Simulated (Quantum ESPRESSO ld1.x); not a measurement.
Problem. All-electron atom: the caesium ion Cs3+ in [Kr] 4d10 5s2 5p4. Method: Dirac Kohn-Sham, PW91, spin-unpolarised, spherical densities, point nucleus; open shells are shared between the two j in proportion to 2j + 1; computed with ld1.x of Quantum ESPRESSO 7.5. Some entries of the table are withheld. Estimate them.

| orbital | occ. | eigenvalue (eV) | <r^2> (bohr^2) |
|---|---|---|---|
| 1s1/2 | 2 | -35806.330 | 0.0009249 |
| 2s1/2 | 2 | -5640.030 | (1) |
| 2p1/2 | 2 | -5307.999 | 0.01088 |
| 2p3/2 | 4 | -4955.577 | 0.01216 |
| 3s1/2 | 2 | -1196.323 | 0.1021 |
| 3p1/2 | 2 | -1057.616 | (2) |
| 3p3/2 | 4 | -990.080 | (3) |
| 3d3/2 | 4 | -746.289 | (4) |
| 3d5/2 | 6 | -731.950 | (5) |
| 4s1/2 | 2 | -249.839 | 0.5443 |
| 4p1/2 | 2 | (6) | (7) |
| 4p3/2 | 4 | (8) | (9) |
| 4d3/2 | 4 | -105.198 | 0.7973 |
| 4d5/2 | 6 | -102.897 | 0.8170 |
| 5s1/2 | 2 | -54.074 | 3.127 |
| 5p1/2 | 1.33333 | -40.997 | (10) |
| 5p3/2 | 2.66667 | -39.001 | (11) |

Solution. 
(1) 2s1/2 <r^2> (bohr^2): 0.01477
(2) 3p1/2 <r^2> (bohr^2): 0.09686
(3) 3p3/2 <r^2> (bohr^2): 0.1047
(4) 3d3/2 <r^2> (bohr^2): 0.08708
(5) 3d5/2 <r^2> (bohr^2): 0.08934
(6) 4p1/2 eigenvalue (eV): -200.041
(7) 4p1/2 <r^2> (bohr^2): 0.5901
(8) 4p3/2 eigenvalue (eV): -186.226
(9) 4p3/2 <r^2> (bohr^2): 0.6356
(10) 5p1/2 <r^2> (bohr^2): 3.928
(11) 5p3/2 <r^2> (bohr^2): 4.223
